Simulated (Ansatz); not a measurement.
Basis-set extrapolation for `C1=C[SiH2]OC1` (PBE0-D4/def2-TZVP geometry, frozen core, the Gaussian-basis code of Ansatz). Multiplicity 1, RHF reference.

|  | def2-TZVPP | def2-QZVPP |
| --- | --- | --- |
| HF | -480.999829 | -481.017888 |
| MP2 correlation | -0.833158 | -0.892123 |
| CCSD(T) correlation | -0.908886 | not run |

Energies in hartree. Use E(X) = E(∞) + A·exp(−7.88·√X) for Hartree–Fock and E(X) = E(∞) + B·X^(−2.97) for correlation, with X = 3 and 4, and add CCSD(T) minus MP2 of the smaller set to the MP2 limit.

Q: What is the CCSD(T) energy at the basis-set limit?

A: HF limit: -481.017888 + (-0.018059) × 0.13774 = -481.02038. MP2 limit: -0.892123 + (-0.058965) × 0.74074 = -0.93580. Higher-order term: -0.908886 − (-0.833158) = -0.07573. Total: -482.03191 hartree, 323.4 kJ/mol below CCSD(T)/def2-TZVPP.
